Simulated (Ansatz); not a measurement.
The cluster Cs3I2⁺. The state is a singlet with charge 1. Geometry r2SCAN-D4/def2-SVP.

```tsv
atom	x (Å)	y (Å)	z (Å)
Cs1	1.014	2.812	-0.178
Cs2	1.655	-2.492	-0.242
Cs3	-4.922	-0.592	0.761
I4	3.641	0.443	-0.548
I5	-1.389	-0.171	0.207
```

In the def2 sets Cs, I take a core potential; there is no spin–orbit coupling. Another isomer (singlet) lies 0.22 eV lower at PBE0-D4/def2-TZVP; other spin states weren't run for this one.

Estimate the orbital energies around the gap (eV) in Ansatz with HF/def2-TZVP, r2SCAN-D4/def2-TZVP, PBE0-D4/def2-SVP, PBE0-D4/def2-TZVP, BHLYP-D4/def2-TZVP.


```json
{"orbital": "HOMO−5", "HF/def2-TZVP": "-11.84", "r2SCAN-D4/def2-TZVP": "-8.69", "PBE0-D4/def2-SVP": "-9.46", "PBE0-D4/def2-TZVP": "-9.52", "BHLYP-D4/def2-TZVP": "-10.38"}
{"orbital": "HOMO−4", "HF/def2-TZVP": "-11.67", "r2SCAN-D4/def2-TZVP": "-8.53", "PBE0-D4/def2-SVP": "-9.29", "PBE0-D4/def2-TZVP": "-9.35", "BHLYP-D4/def2-TZVP": "-10.22"}
{"orbital": "HOMO−3", "HF/def2-TZVP": "-11.49", "r2SCAN-D4/def2-TZVP": "-8.35", "PBE0-D4/def2-SVP": "-9.08", "PBE0-D4/def2-TZVP": "-9.15", "BHLYP-D4/def2-TZVP": "-10.03"}
{"orbital": "HOMO−2", "HF/def2-TZVP": "-10.46", "r2SCAN-D4/def2-TZVP": "-7.39", "PBE0-D4/def2-SVP": "-8.12", "PBE0-D4/def2-TZVP": "-8.23", "BHLYP-D4/def2-TZVP": "-9.05"}
{"orbital": "HOMO−1", "HF/def2-TZVP": "-10.33", "r2SCAN-D4/def2-TZVP": "-7.27", "PBE0-D4/def2-SVP": "-7.98", "PBE0-D4/def2-TZVP": "-8.10", "BHLYP-D4/def2-TZVP": "-8.92"}
{"orbital": "HOMO", "HF/def2-TZVP": "-10.21", "r2SCAN-D4/def2-TZVP": "-7.16", "PBE0-D4/def2-SVP": "-7.85", "PBE0-D4/def2-TZVP": "-7.97", "BHLYP-D4/def2-TZVP": "-8.81"}
{"orbital": "LUMO", "HF/def2-TZVP": "-2.48", "r2SCAN-D4/def2-TZVP": "-3.58", "PBE0-D4/def2-SVP": "-3.87", "PBE0-D4/def2-TZVP": "-3.84", "BHLYP-D4/def2-TZVP": "-3.52"}
{"orbital": "LUMO+1", "HF/def2-TZVP": "-1.78", "r2SCAN-D4/def2-TZVP": "-2.80", "PBE0-D4/def2-SVP": "-2.99", "PBE0-D4/def2-TZVP": "-2.98", "BHLYP-D4/def2-TZVP": "-2.64"}
{"orbital": "LUMO+2", "HF/def2-TZVP": "-1.77", "r2SCAN-D4/def2-TZVP": "-2.49", "PBE0-D4/def2-SVP": "-2.73", "PBE0-D4/def2-TZVP": "-2.71", "BHLYP-D4/def2-TZVP": "-2.44"}
{"orbital": "LUMO+3", "HF/def2-TZVP": "-1.60", "r2SCAN-D4/def2-TZVP": "-2.36", "PBE0-D4/def2-SVP": "-2.31", "PBE0-D4/def2-TZVP": "-2.41", "BHLYP-D4/def2-TZVP": "-2.13"}
{"orbital": "LUMO+4", "HF/def2-TZVP": "-1.46", "r2SCAN-D4/def2-TZVP": "-2.34", "PBE0-D4/def2-SVP": "-2.30", "PBE0-D4/def2-TZVP": "-2.36", "BHLYP-D4/def2-TZVP": "-2.12"}
{"orbital": "LUMO+5", "HF/def2-TZVP": "-1.31", "r2SCAN-D4/def2-TZVP": "-2.32", "PBE0-D4/def2-SVP": "-2.29", "PBE0-D4/def2-TZVP": "-2.34", "BHLYP-D4/def2-TZVP": "-2.07"}
```
